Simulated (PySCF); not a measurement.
Al(2+): excitation energy

Al(2+) [Ne] 3s1 (2S) → Al(2+) [Ne] 3p1 (2P), as a difference of total energies. Calculation: PySCF 2.14, in x2c-QZVPPall with one added diffuse shell each of s, p, d, f type (10s7p5d3f1g, 86 functions); the spin-free X2C one-electron Hamiltonian (Gaussian nucleus). Correlated levels: valence and next inner shell: 1s2 frozen. The calculations carry no spin-orbit coupling.

| method | excitation energy (cm⁻¹) |
| --- | --- |
| UHF | 52942 |
| LDA | 51154 |
| PBE | 49943 |
| PBE0 | 50712 |
| HSE06 | 50777 |
| CAM-B3LYP | 52462 |
| BHandHLYP | 52492 |
| MP2 (valence and next inner shell) | 53978 |
| SCS-MP2 (valence and next inner shell) | 53756 |

Problem. Estimate what wB97X-V gives.

Solution. 51314 cm⁻¹, closest to LDA among the rows shown.

Problem. Estimate what r2SCAN gives.

Solution. 49730 cm⁻¹, closest to PBE among the rows shown.

A first-order spin-orbit estimate (lowest level to lowest level, LS coupling) adds -0.016 eV.
